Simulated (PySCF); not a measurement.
## Radial density of Te (tellurium, neutral)

UHF, [Kr] 4d10 5s2 5p3 6s1, high-spin 5S determinant (an excited configuration). Calculation: PySCF 2.14, in aug-cc-pV5Z-PP with ECP28MDF (8s8p6d4f3g2h, 139 functions); a scalar-relativistic core potential. This is the valence pseudo-density: the core potential removes the inner electrons and smooths the orbitals near the nucleus.

```csv
r (bohr),4πr²ρ (e/bohr),4πr²(ρα − ρβ)
0.00133,1.073e-05,0.0000
0.00224,2.954e-05,0.0000
0.00377,7.827e-05,0.0000
0.00634,0.0001947,0.0000
0.0107,0.0004512,0.0000
0.0179,0.0009141,0.0000
0.0302,0.001532,0.0000
0.0508,0.002085,0.0000
0.0854,0.004042,0.0000
0.144,0.02842,0.0002
0.242,0.3825,0.0032
0.406,5.824,0.0832
0.684,25.52,0.2381
1.15,12.31,0.0925
1.93,3.564,1.5538
3.25,1.016,0.7637
5.47,0.2528,0.2495
9.21,0.05529,0.0553
15.5,3.749e-05,0.0000
```

Energies and moments cover only the electrons outside the core potential. The outer electron is Rydberg-like, and this basis confines it to a smaller radius and binds it less than a complete one would.
